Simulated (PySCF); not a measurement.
C4H4N3 (doublet state).
Cartesian coordinates in Å at the GFN2-xTB level; atoms count from 1:
```xyz
11
C4H4N3 angstrom
C      2.0559   -0.2482   -1.2084
N      1.2692    0.0391   -0.3416
C      0.2280    0.6869    0.1643
N      0.4120    1.7303    0.8782
C     -1.1083   -0.0230   -0.1062
C     -1.0625   -1.3598    0.4240
N     -0.9891   -2.4163    0.8544
H      2.8318   -0.9898   -1.1591
H     -0.4264    2.1252    1.2878
H     -1.2819   -0.0729   -1.1855
H     -1.9233    0.5311    0.3662
```

The hyperfine couplings belong to this conformer and change with its torsions.

The species is `[H]/[C]=N/C(CC#N)=N/[H]` [radical].

Computed, not measured: PySCF 2.14.0, UKS B3LYP, pcH-1 on C H N, non-relativistic, mean-field spin-orbit, GIAO. Isolated species at its GFN2-xTB geometry (one conformer only). The geometry wasn't refined by DFT: couplings that depend on bond lengths, twists or pyramidal angles can differ widely from those at the functional's own minimum. The frame is twisted about the N2–C3 bond at this geometry (dihedral C1–N2–C3–C5 = 87°); couplings at other torsion angles weren't computed. No stability test was run, so a lower SCF solution isn't excluded.

Q: The isotropic 1H couplings, averaged over equivalent nuclei, are +197.4, -16.7, -2.7 MHz. Assign them to H8; H9; H10/H11.

A: 
| site | a_iso (MHz) | ρ(0) (bohr⁻³) | position | distance from C1 (Å) | bound to | spin population there | largest \|T\| (MHz) |
| --- | --- | --- | --- | --- | --- | --- | --- |
| H8 | +197.4 | +0.0442 | 1 bond from C1 | 1.07 | C1 | +0.61 | 25.1 |
| H9 | -16.7 | -0.0037 | 4 bonds from C1, on N4 of spin population +0.26 | 4.25 | N4 | +0.26 | 17.8 |
| H10/H11 | -2.7 | -0.0006 | 4 bonds from C1 | 3.85 | C5 | 0.00 | 2.7 |

ρ(0) is the spin density at the nucleus and T the dipolar tensor; entries for several nuclei are means. Largest spin populations (Mulliken): C1 (+0.61), N4 (+0.26), N2 (+0.13) and H8 (+0.07). The positive populations add up to 1.08 and the negative ones to -0.08, together 2S = 1.

Examples of negative spin density at the nucleus (bohr⁻³): H9 (-0.0037), C6 (-0.0021) and C3 (-0.0020).

Class means assume fast exchange of nuclei equivalent by connectivity; if that motion is slow, each nucleus keeps its own coupling.
